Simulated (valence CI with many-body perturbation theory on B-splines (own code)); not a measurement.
Values are calculated unless marked as measured or tabulated.
**Mg VIII: input, log and results**

Method: relativistic CI+MBPT: three valence electrons over a frozen Dirac-Fock core [He], a basis of 6 s, 6 p, 5 d, 3 f, 1 g functions for each j, with the one-electron correlation potential Σ1 (screened to all orders), the two-electron term Σ2, the three-electron term Σ3, Breit, model QED; selected single and double excitations, second order for the rest, scaled by the run's own slope (own B-spline code, finite nucleus).

Command, and the settings that its task file holds:

```sh
python run_cv.py task.json out
```

```
atom Mg  Z=12  mass_number=24  rms_radius_fm=3.0570
core [He]
valence 2s2 2p1
avg = 1
basis = S
breit = 1
cap = 10000
capref = 1200
cscale = 1
de = 0.0
dress = 0
eps = 2e-08
extrap = 1
h = 0.27
hh = 1
l2 = 3
lcore = 2
maxit = 60
n2 = 5
natural = 1
nlev = 20
nno = [3, 3, 3, 2, 1]
nroot = 26
nsp = [3, 3, 2, 1, 0]
pt2 = 1
qed = 1
rpa = 1
s1 = 1
s2 = 1
s3 = 1
screen = 1
tol = 2e-05
whole = 1
```

It took 5.9 s on 1 thread of Arm Neoverse V1, on a shared host.

Log. The first blocks belong to the next ion, which gives the ionisation energy. Fields: 2J, parity (1 odd), roots, reference size, generating configurations, candidates as configurations/state functions, variational space P, stored matrix elements, Davidson steps; e2 is the range of second-order energies in hartree. The first line gives the box (bohr), its intervals, the orbitals and the steps of their self-consistent field. Window is the range of levels sought, series limit the energy at which the first omitted orbital would enter, core excitation an estimate of the first excitation out of the core, left out the lowest levels not solved, and shifts from estimates the range by which levels moved from their first estimate, all in cm⁻¹.

```
rmax 7.3 intervals 62 orbitals 36 references ['2s2 2p', '2s 2p2', '2p3'] scf 5 t 0.5
2J=0 par=0 roots 2 ref 15 generators 5 cand 92/92 P 107/107 nnz 0 it 0
   second order: generators 14 cand 0/0 e2 -0.00000 -0.00000
reference levels 291, estimated 191, window 1351245 1/cm; series limit 1838142, core excitation 10541531
2J=1 par=1 roots 6 ref 32 generators 17 cand 27/39 P 1762/2570 nnz 8.3e+05 it 3
2J=1 par=1 roots 6 ref 32 generators 35 cand 319/477 P 2081/3047 nnz 1.1e+06 it 5
   second order: generators 75 cand 935/1385 e2 -0.00002 -0.00000
2J=3 par=1 roots 8 ref 47 generators 20 cand 347/711 P 1666/3255 nnz 1.4e+06 it 4
2J=3 par=1 roots 8 ref 47 generators 40 cand 458/1045 P 2124/4300 nnz 2.3e+06 it 5
   second order: generators 81 cand 1511/3183 e2 -0.00002 -0.00000
2J=1 par=0 roots 7 ref 34 generators 16 cand 25/30 P 1771/2603 nnz 8.4e+05 it 3
2J=1 par=0 roots 7 ref 34 generators 31 cand 263/362 P 2034/2965 nnz 1e+06 it 5
   second order: generators 75 cand 978/1426 e2 -0.00001 -0.00000
2J=3 par=0 roots 7 ref 45 generators 15 cand 367/777 P 1650/3317 nnz 1.5e+06 it 4
2J=3 par=0 roots 7 ref 45 generators 37 cand 404/828 P 2054/4145 nnz 2.1e+06 it 5
   second order: generators 72 cand 1615/3418 e2 -0.00002 -0.00000
2J=5 par=0 roots 5 ref 39 generators 15 cand 345/798 P 1573/3326 nnz 1.5e+06 it 4
2J=5 par=0 roots 5 ref 39 generators 30 cand 215/475 P 1788/3801 nnz 1.9e+06 it 5
   second order: generators 61 cand 1971/4783 e2 -0.00002 -0.00000
2J=5 par=1 roots 3 ref 36 generators 10 cand 306/638 P 1529/3181 nnz 1.4e+06 it 4
2J=5 par=1 roots 3 ref 36 generators 25 cand 240/585 P 1769/3766 nnz 1.9e+06 it 4
   second order: generators 59 cand 1963/4829 e2 -0.00002 -0.00000
2J=7 par=0 roots 2 ref 19 generators 8 cand 233/500 P 1407/3100 nnz 1.4e+06 it 4
2J=7 par=0 roots 2 ref 19 generators 18 cand 122/243 P 1529/3343 nnz 1.6e+06 it 4
   second order: generators 39 cand 1699/4127 e2 -0.00001 -0.00000
2J=7 par=1 roots 1 ref 21 generators 3 cand 91/190 P 1362/2885 nnz 1.2e+06 it 3
2J=7 par=1 roots 1 ref 21 generators 9 cand 86/246 P 1448/3131 nnz 1.4e+06 it 4
   second order: generators 34 cand 1781/4328 e2 -0.00001 -0.00001
2J=9 par=1 roots 1 ref 7 generators 1 cand 113/251 P 787/1602 nnz 0 it 3
2J=9 par=1 roots 1 ref 7 generators 10 cand 191/385 P 978/1987 nnz 0 it 5
   second order: generators 17 cand 1253/2835 e2 -0.00001 -0.00001
left out: unestimated 1948043, estimated 1433222, shifts from estimates -12 to 5
operators 0.1
```

The Davidson iterations converged. The settings are bad on purpose, so the numbers may not be properties of the ion.

No measured spectrum was set against this ion. As an estimate, levels hold to about 100 cm⁻¹ or 0.05 % of their energy and the worst to 300 or 400 cm⁻¹, as in measured light ions of charge 2 to 7.

| Item | Value |
| --- | --- |
| Valence energy | -35.33153 hartree |
| Ionisation energy | 265.9 eV (NIST: 265.924 eV (semi-empirical)) |
| Reference configurations for the orbitals | 2s2 2p, 2s 2p2, 2p3 |
| Radial orbitals | 36 |
| Box radius | 7.296 bohr |
| Largest variational space | 4300 |
| Lowest levels | 2s²2p ²P°_1/2 0, 2s²2p ²P°_3/2 3301, 2s2p² ⁴P_1/2 129350, 2s2p² ⁴P_3/2 130500, 2s2p² ⁴P_5/2 132170, 2s2p² ²D_5/2 232180, 2s2p² ²D_3/2 232220, 2s2p² ²S_1/2 298490, 2s2p² ²P_1/2 318810, 2s2p² ²P_3/2 320810, 2p³ ⁴S°_3/2 412850, 2p³ ²D°_5/2 465290, 2p³ ²D°_3/2 465380, 2p³ ²P°_1/2 524490 cm⁻¹ |
